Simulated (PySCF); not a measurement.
Bonding in `CC(=S)[SiH]1SCCS1`

Species: C4H8S3Si.
SMILES with atom numbers: `[CH3:1][C:2](=[S:3])[SiH:4]1[S:5][CH2:6][CH2:7][S:8]1` (hydrogens: H9, H10, H11 on C1; H12 on Si4; H13, H14 on C6; H15, H16 on C7)

Geometry (GFN2-xTB, Å), atoms numbered from 1 in this order:
```xyz
16
C4H8S3Si angstrom
C     -2.4221    0.6804    0.9936
C     -2.1214    0.0304   -0.3047
S     -3.2539   -0.2053   -1.4456
Si    -0.3700   -0.5462   -0.7086
S      0.5015   -1.5448    0.9779
C      2.1624   -0.8773    0.6392
C      2.1034    0.6182    0.4437
S      1.0160    1.0786   -0.9539
H     -1.8442    1.6026    1.0831
H     -2.1121    0.0255    1.8100
H     -3.4817    0.9087    1.0847
H     -0.3305   -1.3834   -1.8971
H      2.5568   -1.3800   -0.2436
H      2.7785   -1.1268    1.5026
H      3.0891    1.0163    0.2051
H      1.7207    1.1117    1.3370
```

Bond orders from the PBE0/pcSseg-1 density (PySCF). Geometry: GFN2-xTB, one conformer, isolated molecule.

(1) Where do the orders between heavy atoms depart from those drawn in the SMILES?

(2) Give the Mayer order of every bond, beside its length.

Answers

(1) The largest departure is 0.222, at C2–Si4 (drawn single, 0.778). Drawn single, order below 0.88: C2–Si4 (0.778).

(2) 
| bond | drawn as | length (Å) | Mayer order |
| --- | --- | --- | --- |
| C1–C2 | single | 1.483 | 1.010 |
| C2–S3 | double | 1.625 | 1.889 |
| C2–Si4 | single | 1.888 | 0.778 |
| Si4–S5 | single | 2.145 | 0.967 |
| S5–C6 | single | 1.822 | 0.999 |
| C6–C7 | single | 1.509 | 1.008 |
| C7–S8 | single | 1.830 | 0.995 |
| S8–Si4 | single | 2.150 | 0.971 |
| C1–H9 | single | 1.092 | 0.933 |
| C1–H10 | single | 1.092 | 0.933 |
| C1–H11 | single | 1.088 | 0.958 |
| Si4–H12 | single | 1.454 | 0.915 |
| C6–H13 | single | 1.090 | 0.925 |
| C6–H14 | single | 1.090 | 0.929 |
| C7–H15 | single | 1.090 | 0.928 |
| C7–H16 | single | 1.090 | 0.930 |

By pair of heavy elements: C–C: all 2 within 0.02 of one another (1.008 to 1.010). C–S: lowest C7–S8 (0.995, 1.830 Å), highest C2–S3 (1.889, 1.625 Å). S–Si: all 2 within 0.02 of one another (0.967 to 0.971).

Task: Sum the orders of all bonds at each heavy atom with more than one neighbour and set the sums beside the valence in the SMILES.

Result: C1 3.834 (drawn 4), C2 3.677 (drawn 4), Si4 3.631 (drawn 4), S5 1.966 (drawn 2), C6 3.861 (drawn 4), C7 3.861 (drawn 4), S8 1.966 (drawn 2). Orders between atoms that aren't bonded are not in these sums.

Mayer orders depend on the basis set.

The run behind these numbers computed NMR shieldings as well. The run took 82 s (with the writing of density and orbital grids) on one thread, Intel Xeon at 2.70 GHz (x86_64), no GPU (shared host), and the process peaked at 0.93 GiB of memory.
